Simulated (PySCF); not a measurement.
**Fine-structure interval of Kr⁺ by level of theory**

Kr⁺ [Ar] 3d10 4s2 4p5 [4p1/2^2 4p3/2^3, M_J = 3/2] → Kr⁺ [Ar] 3d10 4s2 4p5 [4p1/2^1 4p3/2^4, M_J = 1/2], as a difference of total energies. Computed with PySCF 2.14 in x2c-TZVPall-2c with one added diffuse shell each of s, p, d type (7s8p5d1f, 63 functions), with the two-component X2C-1e Hamiltonian. Correlated levels: [Ne] frozen. "Screened" scales the spin-orbit matrix elements by Boettger's factors to mimic the two-electron term; Breit and QED terms are absent.

| method | fine-structure interval (cm⁻¹) |
| --- | --- |
| GHF (screened spin-orbit) | 4794.0 |
| GMP2 (screened spin-orbit) | 5379.2 |
| GHF (bare spin-orbit) | 5103.5 |

Errors of the correlated levels include the incompleteness of this basis and the frozen core.

For comparison: 5370.1 cm⁻¹ (measured; NIST Handbook of Basic Atomic Spectroscopic Data (Sansonetti and Martin, J. Phys. Chem. Ref. Data 34, 1559 (2005))).
